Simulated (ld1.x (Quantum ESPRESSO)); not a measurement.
**Se (Z = 34), PAW: configuration errors across variants**

| Quantity | Value |
| --- | --- |
| Element | Se |
| Generator | ld1.x (Quantum ESPRESSO) 7.5 |
| Type | PAW |
| Functional | BP86 |
| Relativity | scalar-relativistic |
| Frozen core | [Ar] 3d10 |
| Valence charge | 6 |
| Reference configuration | 4s2 4p4 |
| Partial waves | 4s (bound): rcut 1.25, rcutus 1.40 bohr; 4s channel at -0.45 Ry: rcut 1.25, rcutus 1.40 bohr; 4p (bound): rcut 1.55, rcutus 1.85 bohr; 4p channel at 0.95 Ry: rcut 1.55, rcutus 1.85 bohr |
| Local potential | all-electron potential smoothed inside 1.55 bohr (lloc = -1) |
| Core correction | Bessel-smoothed model core inside 1.30 bohr |
| Augmentation charge | PSQ, radius 1.35 bohr |

All-electron excitation energies from the reference (eV): (1) 4s2 4p3 10.964; (2) 4s2 4p2 31.450; (3) 4s2 4p1 62.488; (4) 4s2 4p0 104.861; (5) 4s0 4p6 22.019; (6) 4s1 4p4 22.523; (7) 4s2 4p3.5 4.367.

3 further variants failed, have other tests or another functional or relativity, and are left out.

Errors AE − PS in meV (a dash: test not solved or not reliable):

```tsv
change	(1)	(2)	(3)	(4)	(5)	(6)	(7)	bound ghosts
base	-4.6	-28	-102	-286	-21	-18	-1.2	none
waves 4s (bound): rcut 1.25, rcutus 1.70 bohr; 4s channel at -0.45 Ry: rcut 1.25, rcutus 1.70 bohr	-4.5	-28	-101	-282	-21	-18	-1.2	none
local potential all-electron potential smoothed inside 1.65 bohr (lloc = -2)	-4.6	-28	-103	-286	-21	-18	-1.2	none
augmentation PSQ, inside the norm-conserving radii	-4.6	-28	-103	-286	-21	-18	-1.2	none
local potential all-electron potential smoothed inside 1.52 bohr (lloc = -1)	-4.6	-28	-102	-286	-21	-18	-1.2	none
waves 4p (bound): rcut 1.55, rcutus 1.88 bohr; 4p channel at 0.95 Ry: rcut 1.55, rcutus 1.88 bohr	-4.6	-28	-102	-286	-21	-18	-1.2	none
```

Problem. Give the same row for: core correction Bessel-smoothed model core inside 1.68 bohr.

Solution. -4.5, -28, -102, -285, -21, -18, -1.1; bound ghosts: none.
